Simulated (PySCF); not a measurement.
# Correlation energy of F³⁺ (fluorine, charge +3)

[He] 2s2 2p2, high-spin 3P determinant. All numbers are calculated (PySCF 2.14, scalar relativity by spin-free X2C-1e, in aug-cc-pVDZ-DK). Frozen: 1s2; 4 electrons correlated.

```json
{"level": "CCSD", "correlation energy (mhartree)": "-81.65"}
{"level": "(T)", "correlation energy (mhartree)": "-0.54"}
{"level": "CCSD(T)", "correlation energy (mhartree)": "-82.19"}
{"level": "CCSDT", "correlation energy (mhartree)": "-82.31"}
{"level": "FCI", "correlation energy (mhartree)": "-82.33"}
```

Diagnostics: T1 = 0.0036, D1 = 0.0076, largest double amplitude 0.124, weight of the Hartree-Fock determinant in FCI 0.9733 (33880 determinants).

Problem. Is a single reference adequate?

Solution. Mostly. T1 lies below 0.03, but a double amplitude of this size points to a near-degeneracy that CCSD handles and MP2 describes poorly.
